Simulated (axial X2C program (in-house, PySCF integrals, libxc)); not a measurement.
**NaGa⁺: cheaper levels and CCSD(T), two-component**

All values were computed with an axial X2C code built on PySCF integrals. Two-component (2c) means X2C with spin–orbit coupling and atomic mean-field two-electron Coulomb and Gaunt terms. Basis: Ga dyall-cv3z [9s9p7d4f1g], Na dyall-cv3z [9s8p5d2f] (cores contracted in-house); Gaussian nuclei, density fitting, unrestricted open shells. Masses: Ga 68.926 u, Na 22.990 u.

State: Ω = 1/2 (⟨Sz⟩ = 0.50, ⟨Lz⟩ = 0.00 at HF); fragments Ga + Na+.

```csv
level,Re (Å),ωe (cm⁻¹)
PBE0,3.377,107.5
HF,3.434,110.6
MP2,3.419,110.6
CCSD,3.410,112.1
r2SCAN,3.390,108.0
```

Correlated methods: 3 electrons correlated (number of frozen shells: Ga 3 s, 2 p, 1 d; Na 2 s, 1 p), 283 virtual spin orbitals or spinors in MP2, 47 natural virtuals in coupled cluster.

CCSD(T), same Hamiltonian and basis:

Re = 3.409 Å, ωe = 112.2 cm⁻¹; T1 = 0.017 (Lee–Taylor normalisation).

(1) Give the differences from CCSD(T) in the columns below.

One determinant describes the state; a PBE0 search over occupations chose it and may have missed a lower one. De is not given where an atomic determinant may have missed its ground term or J level, or where the truncated virtual space spoils (T). Density functionals use the spin component along the axis (collinear). Coupled cluster ran in a truncated set of natural virtual spinors; the MP2 energy of the rest was added. (T) has no such correction and the atoms are truncated less, which lowers De at CCSD(T) by a hundredth of an eV or more. Without a current term, density functionals place determinants with orbital angular momentum somewhat too high. With the outer-core shells frozen, correlated bond lengths of heavy atoms tend to come out a few hundredths of an ångström too long.

Results:

(1) 

```json
{"level": "PBE0", "ΔRe (Å)": "-0.032", "Δωe (cm⁻¹)": "-4.7"}
{"level": "HF", "ΔRe (Å)": "0.025", "Δωe (cm⁻¹)": "-1.6"}
{"level": "MP2", "ΔRe (Å)": "0.010", "Δωe (cm⁻¹)": "-1.6"}
{"level": "CCSD", "ΔRe (Å)": "0.001", "Δωe (cm⁻¹)": "-0.1"}
{"level": "r2SCAN", "ΔRe (Å)": "-0.019", "Δωe (cm⁻¹)": "-4.2"}
```
